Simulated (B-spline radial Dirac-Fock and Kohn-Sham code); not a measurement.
# K-line shifts caused by a second vacancy in La²¹⁺

System: the La²¹⁺ ion, configuration 1s2 2s2 2p6 3s2 3p6 3d10 4s2 4p6.

Model: Dirac-Fock ΔSCF + Breit + QED. Program: a B-spline atomic structure program. Each two-hole energy is an average over J within one jj subconfiguration, not an observable level; in light atoms, where LS coupling holds, the j-resolved values are not observed lines, and for a K spectator the Kα1 hypersatellite is nearly forbidden. Correlation and solid-state effects are left out.

Lines without a spectator: Kα2 (K-L2) 33034.0 eV, Kα1 (K-L3) 33442.6 eV, Kβ3 (K-M2) 37747.9 eV, Kβ1 (K-M3) 37831.0 eV. Shifts in eV with one spectator hole (a dash: not computed, or left out as unreliable):

| spectator hole | Kα2 | Kα1 | Kβ3 | Kβ1 |
| --- | --- | --- | --- | --- |
| K (1s) | +681.7 | +710.7 | +876.4 | +883.1 |
| L2 (2p1/2) | +79.2 | +101.5 | – | +210.9 |
| L3 (2p3/2) | +72.4 | +74.4 | +179.6 | – |
| M2 (3p1/2) | – | +13.86 | +32.0 | +37.9 |
| M3 (3p3/2) | +9.54 | – | +31.3 | +31.1 |
| M4 (3d3/2) | +2.76 | -0.33 | – | – |
| M5 (3d5/2) | -1.20 | +1.43 | – | – |

With n spectator holes in 2p, averaged over the 2p shell (energies in eV):

```
n     KαLⁿ   step  hypersatellite KαʰLⁿ
0  33306.3      –               34007.4
1  33387.8  +81.4               34090.5
2  33470.6  +82.9               34175.0
3  33554.9  +84.3               34260.9
4  33640.7  +85.8               34348.4
5  33727.9  +87.2               34437.2
```
